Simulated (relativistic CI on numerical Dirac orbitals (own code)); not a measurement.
# Slater and spin-orbit integrals, Bi34+

Computed by Dirac-Coulomb-Breit CI, KLI orbitals optimised for each configuration, model QED (radiative potential, 1s self-energy scaled to tabulated hydrogen-like ionisation energies), unscaled Slater integrals (own radial code, finite nucleus).

Slater integrals F^k, G^k are unscaled and averaged over j, outside the closed core [Ar] 3d10; ζ comes from projecting the Hamiltonian with its Breit term on Σ l·s of the shell.

- 4s²4p⁶4d¹⁰4f³: F^2(4f,4f) = 291500, F^4(4f,4f) = 190460, F^6(4f,4f) = 139430, ζ(4f) = 17407 cm⁻¹; <r>(4f) = 0.3617, <r^2>(4f) = 0.1494 (bohr units).
- 4s²4p⁶4d⁹4f⁴: ζ(4d) = 94159, F^2(4f,4f) = 291030, F^4(4f,4f) = 190130, F^6(4f,4f) = 139190, F^2(4d,4f) = 263440, F^4(4d,4f) = 171420, G^1(4d,4f) = 275330, G^3(4d,4f) = 188300, G^5(4d,4f) = 137870, ζ(4f) = 17261 cm⁻¹; <r>(4d) = 0.3818, <r^2>(4d) = 0.1668, <r>(4f) = 0.3622, <r^2>(4f) = 0.1498 (bohr units).
- 4s²4p⁶4d¹⁰4f²5s: F^2(4f,4f) = 294070, F^4(4f,4f) = 192240, F^6(4f,4f) = 140760, ζ(4f) = 17765, G^3(4f,5s) = 38346 cm⁻¹; <r>(4f) = 0.359, <r^2>(4f) = 0.1471, <r>(5s) = 0.6514, <r^2>(5s) = 0.4734 (bohr units).

Averages of the first 10 configurations, taken without configuration mixing, which lowers the lowest level and can move excited configurations by several eV; other configurations of the list can lie among them:

| Configuration | Parity | States | Average energy above the lowest level (eV) |
| --- | --- | --- | --- |
| 4s²4p⁶4d¹⁰4f³ | odd | 364 | 20.9 |
| 4s²4p⁶4d⁹4f⁴ | even | 10010 | 294.4 |
| 4s²4p⁶4d¹⁰4f²5s | even | 182 | 257.4 |
| 4s²4p⁶4d¹⁰4f²5p | odd | 546 | 350.9 |
| 4s²4p⁵4d¹⁰4f⁴ | odd | 6006 | 580.9 |
| 4s²4p⁶4d¹⁰4f5s² | odd | 14 | 507.1 |
| 4s²4p⁶4d¹⁰4f5s5p | even | 168 | 597.2 |
| 4s²4p⁶4d¹⁰4f²5d | even | 910 | 466.8 |
| 4s4p⁶4d¹⁰4f⁴ | even | 2002 | 814.3 |
| 4s²4p⁶4d¹⁰4f5p² | odd | 210 | 694.0 |
